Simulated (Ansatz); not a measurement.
This triplet is an excited state, 1.42 eV above the relaxed singlet at the level frozen-core CCSD(T)/aug-cc-pVTZ // B3LYP-D3(BJ)/def2-SVPD (Ansatz, a program for electronic structure).

Method: frozen-core CCSD(T)/aug-cc-pVTZ // B3LYP-D3(BJ)/def2-SVPD (Ansatz).

Ansatz 0.2 input:
```yaml
crystal:
  periodic: [false, false, false]
  atoms:
    - { symbol: F, position_ang: [1.808694, -0.44697, -0.089256] }
    - { symbol: B, position_ang: [0.784256, 0.51028, -0.123616] }
    - { symbol: S, position_ang: [-0.870168, 0.260576, 0.603257] }
    - { symbol: H, position_ang: [-1.722781, -0.323887, -0.390385] }
basis:
  gaussian: { orbitals: aug-cc-pVTZ }
correlation:
  method: ccsd_t
total_charge: -1
magnetization:
  spin_polarized: true
  initial_magnetization: 2
```

Output:

```
Functional definition: HF
977 factors; integrals over basis functions are off by at most 8.7e-4 eV
mean field evaluation 1: about -14208.4120 eV, gradient 1.9e1 eV
mean field evaluation 2: about -14208.4169 eV, gradient 1.9e1 eV
mean field evaluation 4: about -14211.4908 eV, gradient 3.0e0 eV
mean field evaluation 8: about -14211.7389 eV, gradient 4.8e-1 eV
mean field evaluation 16: about -14212.2579 eV, gradient 2.0e-1 eV
mean field evaluation 32: about -14211.6784 eV, gradient 6.0e-1 eV
mean field evaluation 64: about -14211.6564 eV, gradient 4.3e-1 eV
mean field evaluation 96: about -14211.6486 eV, gradient 1.4e0 eV
mean field evaluation 128: about -14211.8446 eV, gradient 1.1e0 eV
mean field evaluation 160: about -14211.6270 eV, gradient 3.1e-1 eV
mean field evaluation 192: about -14211.6397 eV, gradient 1.2e0 eV
mean field evaluation 224: about -14211.6772 eV, gradient 7.9e-1 eV
mean field evaluation 256: about -14211.6139 eV, gradient 2.3e0 eV
mean field evaluation 288: about -14211.6912 eV, gradient 2.5e-1 eV
mean field evaluation 320: about -14211.7010 eV, gradient 8.8e-1 eV
mean field evaluation 352: about -14211.3813 eV, gradient 1.2e0 eV
mean field evaluation 384: about -14209.4899 eV, gradient 1.6e0 eV
mean field evaluation 416: about -14208.6850 eV, gradient 8.7e-3 eV
mean field -14212.25880225 eV, -522.2908775678 hartree, gradient 1.8e-6 eV, S^2 2.017481; 9 other end points of the search recorded, 0 dependent functions left out
determinant -14212.25880225 eV, -522.2908775678 hartree, with singles and doubles -14227.30814572 eV, -522.8439307394 hartree
determinant -14211.03799154 eV, -522.2460136016 hartree, with singles and doubles -14225.75525843 eV, -522.7868631841 hartree
determinant -14210.93538709 eV, -522.2422429574 hartree, with singles and doubles -14225.64979784 eV, -522.7829875790 hartree
determinant -14209.09121126 eV, -522.1744707460 hartree, with singles and doubles -14224.03665595 eV, -522.7237057079 hartree
7 core orbitals not correlated
reference -14212.25880225 eV, -522.2908775678 hartree; 10, 8 occupied and 148, 150 virtual orbitals, 977 factors
second order -14.36148556 eV of doubles, -0.00000000 eV of singles
cycle   1  -14.93504207 eV  change   -9.5e-1 eV  update   3.4e-2
cycle   2  -14.97564226 eV  change   -4.1e-2 eV  update   1.1e-2
cycle   3  -14.97883192 eV  change   -3.2e-3 eV  update   9.2e-3
cycle   4  -14.98192225 eV  change   -3.1e-3 eV  update   5.6e-3
cycle   5  -14.98421920 eV  change   -2.3e-3 eV  update   3.9e-3
cycle   6  -14.98519654 eV  change   -9.8e-4 eV  update   2.3e-3
cycle   7  -14.98571360 eV  change   -5.2e-4 eV  update   1.5e-3
cycle   8  -14.98546492 eV  change    2.5e-4 eV  update   7.4e-4
cycle   9  -14.98541715 eV  change    4.8e-5 eV  update   4.1e-4
cycle  10  -14.98535783 eV  change    5.9e-5 eV  update   1.7e-4
cycle  11  -14.98532567 eV  change    3.2e-5 eV  update   9.0e-5
cycle  12  -14.98535073 eV  change   -2.5e-5 eV  update   4.9e-5
cycle  13  -14.98535086 eV  change   -1.3e-7 eV  update   2.3e-5
cycle  14  -14.98534723 eV  change    3.6e-6 eV  update   1.3e-5
perturbative correction -0.64144177 eV, -0.0235725504 hartree
Total energy: -14227.88559126 eV, -522.8651514716 hartree
```

Cost: roughly 4 core-minutes.
